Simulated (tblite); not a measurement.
Q: Write Cartesian coordinates for `[CH2]OC[SiH2][SiH3]` [radical] as optimised with GFN2-xTB. (Doublet state.)

A: 
```
atom  x, y, z in Å
C1    -2.2481    0.7557    0.0302
O2    -1.3373   -0.1042   -0.4806
C3    -0.8366   -1.1027    0.3831
Si4    0.6963   -0.3670    1.2870
Si5    2.0996    0.5081   -0.3249
H6    -2.5583    0.6614    1.0549
H7    -2.3314    1.6829   -0.5010
H8    -0.5648   -1.9493   -0.2501
H9    -1.6139   -1.4385    1.0755
H10    0.1365    0.6357    2.2066
H11    1.2235   -1.4361    2.1462
H12    1.6882    0.1636   -1.6876
H13    2.1735    1.9712   -0.2502
H14    3.4721    0.0188   -0.1511
```

Orientation and origin are arbitrary. Atoms count from 1 in this order. The C–O distances run from 1.353 Å (C1–O2, drawn single) to 1.412 Å (O2–C3, drawn single), a spread of 0.059 Å. Of the pairs four or more bonds apart, H6···H9 is among the closest relative to their van der Waals radii: 2.30 Å, 96 % of the sum of Bondi's values. Si4 (silicon bonded to C, Si and 2 H) is distorted tetrahedral (angles from 104.5° to 117.8°). O2 (oxygen bonded to 2 C) is bent (angle 117.2°).

Bonds between heavy atoms (Å): C1–O2 1.353, O2–C3 1.412, C3–Si4 1.926, Si4–Si5 2.309.

Structure optimised with GFN2-xTB, isolated species. This method treats the open shell by occupation alone, without spin polarisation.

Point group: C1 (no symmetry element, even within 0.4 Å). Its GFN2-xTB frequencies are all real (lowest 24 cm⁻¹). Torsions: H–C1–O2–C3 0° and 158°, C1–O2–C3–Si4 -89°, O2–C3–Si4–Si5 -51°. 3 starts were optimised and ended at 0.00, 0.40 and 1.04 kcal/mol (GFN2-xTB); the lowest of these is shown.

Time: 0.87 s wall. Hardware: Arm Neoverse V2, one thread (shared host). That covers the optimisation of the geometry.

One conformer stands for the species.

All values are computed, not measured.
